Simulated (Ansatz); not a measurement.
CF$_{4}$ (SMILES FC(F)(F)F), singlet, geometry from GFN2-xTB. Base run: Ansatz (an electronic-structure program) with CAM-B3LYP/6-31G*.

Geometry (Å):
```xyz
5

C      0.0000     0.0000     0.0000
F      0.7616     0.7667     0.7477
F     -0.7494    -0.7569     0.7696
F     -0.7679     0.7506    -0.7574
F      0.7558    -0.7604    -0.7599
```
All else is at Ansatz's defaults.
Base energy -437.37582 Eh.

The base run was repeated with changes; each row names its change, and settings that it needs were set with it.

| change | ΔE vs base (kcal/mol) |
|---|---|
| base | 0.000 |
| lower_state_search = full | 0.000 |
| point_charge = charge:0.5 position_ang:1.2869, 4.0172, -0.9041 | -0.156 |
| lower_state_search = off | 0.000 |
| lower_state_search = light | 0.000 |
| nuclear_model = gaussian | 0.058 |
| point_charge = charge:1.0 position_ang:-3.8918, 1.7895, 0.5127 | -0.87 |
| final_grid = 10, 20, 41 | 0.000 |
| final_grid = 6, 12, 29 | 0.001 |
| fitting.mean_field = cc-pVTZ-JKFIT | -0.042 |
| fitting.mean_field = def2-universal-JKFIT | -0.044 |
